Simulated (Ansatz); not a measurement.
Basis-set series for CH₄BFGe. Charge 0, multiplicity 1. The bonds changed during the relaxation, so this is another structure than the one it started from. The structure was optimised at the PBE0-D4/def2-TZVP level.

```xyz
8

F     2.122   -0.666   -1.353
C     1.078   -0.513   -0.543
B     0.133    0.602   -0.631
Ge   -1.135    0.277    0.793
H     1.053   -1.335    0.172
H     0.135    1.511   -1.398
H    -1.014   -0.951    1.717
H    -2.373    1.075    1.244
```

```csv
functional,basis,functions,energy (Eh),HOMO (eV),LUMO (eV)
PBE0-D4,def2-TZVPP,197,-2241.76049,-6.74,-2.96
PBE0-D4,def2-QZVPP,380,-2241.81430,-6.77,-3.00
ωB97M-V,def2-TZVPP,197,-2242.01663,-8.67,-1.12
ωB97M-V,def2-QZVPP,380,-2242.06892,-8.69,-1.19
```

(1) Give the rows for def2-SVP. (An estimate is asked.)

## Answers

(1) Ansatz gave: 
```json
{"functional": "PBE0-D4", "basis": "def2-SVP", "functions": "94", "energy (Eh)": "-2241.30441", "HOMO (eV)": "-6.68", "LUMO (eV)": "-2.92"}
{"functional": "ωB97M-V", "basis": "def2-SVP", "functions": "94", "energy (Eh)": "-2241.55390", "HOMO (eV)": "-8.56", "LUMO (eV)": "-1.06"}
```

Scalar relativity is left out up to krypton.
